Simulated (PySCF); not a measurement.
Ligands exchanged one at a time, In NH2-H. Isolated molecules, 0 K electronic values unless said otherwise. One relaxed conformer stands for each flexible species; it need not be the lowest. Strings in code marks are SMILES.

The HOMO–LUMO gap from two functionals at the same geometries (CAM-B3LYP-D3(BJ)/def2-TZVP), both in PySCF: PBE-D3(BJ)/def2-TZVP and CAM-B3LYP-D3(BJ)/def2-TZVP. 

```
species                                             PBE-D3(BJ)/def2-TZVP (eV)
--------------------------------------------------  -------------------------
0 of 3 NH2 replaced by H (`[NH2][In]([NH2])[NH2]`)                       3.82
1 of 3 NH2 replaced by H                                                 4.16
2 of 3 NH2 replaced by H                                                 3.90
3 of 3 NH2 replaced by H (`[InH3]`)                                      4.36
```

### Question
What does CAM-B3LYP-D3(BJ)/def2-TZVP give for each?

### Answer

- 0 of 3 NH2 replaced by H (`[NH2][In]([NH2])[NH2]`): 8.40
- 1 of 3 NH2 replaced by H: 8.36
- 2 of 3 NH2 replaced by H: 8.06
- 3 of 3 NH2 replaced by H (`[InH3]`): 8.43
Over these rows, drawn at random from the members with no instability flagged (it was tested for open shells, ions and some series alone), PBE minus CAM-B3LYP-D3(BJ): mean -4.25 eV, from -4.58 eV to -4.08 eV.
